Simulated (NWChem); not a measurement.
CH$_{4}$O$_{3}$Si; SMILES [SiH2](C(=O)O)O

All runs: NWChem. The geometry was optimised at B3LYP/6-31G* (spherical d). Level: M05-2X/def2-SVP with SMD, gas-phase geometry; reactions with the solvents are ignored. One conformer.

```csv
SMD term (kcal/mol),water,chloroform
distortion of the solute's density,1.28,0.27
polarisation,-12.31,-5.29
"cavity, dispersion and structure",4.38,0.73
```

Sum the solvation free energies, find the transfer free energy from water to chloroform and the partition coefficient at 298.15 K.


1. ΔG(solv, water) = -6.65 kcal/mol and ΔG(solv, chloroform) = -4.29 kcal/mol (1 M gas to 1 M solution).
2. Transfer: -4.29 − (-6.65) = 2.36 kcal/mol.
3. log₁₀ K(chloroform/water) = −ΔG/(RT ln 10) = -2.36/1.364 = -1.7, so the model puts more of the solute in water.
4. Of the transfer energy, 6.01 kcal/mol is electrostatic and -3.65 comes from the non-electrostatic term. The two phases are taken as the pure solvents.
